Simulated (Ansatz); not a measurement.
Which is lower?

The two ends of one reaction step of SnNH$_{5}$S, singlet (PBE0-D4/def2-TZVP).

A:

```
8
angstrom
Sn -0.6470 0.2681 0.2868
N 1.3742 0.2405 0.1982
S -1.3615 -1.1238 -1.5293
H -0.5098 -2.1071 -1.1925
H -1.3919 1.7803 -0.0061
H -1.0459 -0.3832 1.8118
H 1.8272 0.5935 1.0315
H 1.7546 0.7317 -0.6003
```

B:

| atom | x (Å) | y (Å) | z (Å) |
| --- | --- | --- | --- |
| Sn1 | -1.2048 | 0.1237 | 0.2319 |
| N2 | 1.1008 | -0.0372 | -0.1466 |
| S3 | -1.8180 | -1.5371 | -1.1342 |
| H4 | 1.0936 | -0.8087 | -0.8116 |
| H5 | -1.2883 | 1.7981 | -0.1539 |
| H6 | -1.0702 | -0.0062 | 1.9419 |
| H7 | 1.6578 | -0.3034 | 0.6586 |
| H8 | 1.5289 | 0.7708 | -0.5861 |

Program: Ansatz 0.2.0. Basis: def2-TZVPP. Cores are frozen in the correlated methods. Filled d shells of the heavier atoms are correlated. Core potentials replace the inner electrons of the atoms past krypton. The def2 sets are not built for correlating such inner shells, so the correlated values are less sure here. B3LYP uses VWN-RPA correlation.

Question: Which structure is lower at CCSD(T), and by how much? (To be estimated.)

Answer: The calculation gives: A, by 17.5 kJ/mol (electronic energy, against the other). By their contacts, A is SnNH₅S ([NH2][SnH2][SH]) and B is SnNH₅S ([NH3][SnH2][S]).

All methods give the same order:

| method | E(B) − E(A) (kJ/mol) |
| --- | --- |
| SPW92 | 5.3 |
| PBE-D4 | 4.9 |
| BLYP-D4 | 5.2 |
| r2SCAN-D4 | 8.2 |
| B97M-V | 5.9 |
| PBE0-D4 | 9.3 |
| B3LYP-D4 | 9.1 |
| r2SCAN0-D4 | 10.1 |
| BHLYP-D4 | 13.5 |
| CAM-B3LYP-D4 | 17.0 |
| wB97X-V | 20.4 |
| wB97M-V | 15.0 |
| B2PLYP | 11.4 |
| PBE-QIDH | 13.6 |
| RPA on PBE | 22.2 |
| HF | 15.9 |
| MP2 | 15.3 |
| CCSD | 19.8 |
| CCSD(T) | 17.5 |

The T1 diagnostic stays at or below 0.015.

Labels in which every atom is bracketed show which atoms are joined, not bond orders.

For scale, one of the runs: CCSD(T)/def2-TZVPP, 193 basis functions, launched by `ansatz run in.yaml --threads 4 --pin off --events-out ev --progress --plain --max-ram 9574MiB`. Hardware: 4 CPU threads of an Intel Xeon, shared host. Wall time 61 s; peak host memory 2.4 GiB.
